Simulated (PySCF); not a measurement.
Vertical excitations of a molecule C3H8F2Si from TDDFT-PBE/def2-SVPD (PySCF), as energy in eV (oscillator strength): 7.03 (0.000), 7.43 (0.001), 7.60 (0.012), 7.93 (0.004), 8.02 (0.021), 8.24 (0.004), 8.34 (0.001), 8.50 (0.015), 8.53 (0.018), 8.62 (0.002). Lowest triplet (TDA): 6.75 eV. Geometry optimised at PBE-D3(BJ)/def2-SVP. The values are those of a single conformer.

Task: Identify the compound among the candidates.
(A) CC(C)(F)[SiH2]F
(B) C[SiH2]C(C)(F)F
(C) CC[C@@H](F)[SiH2]F
(D) CCC[SiH](F)F

Result: D, CCC[SiH](F)F
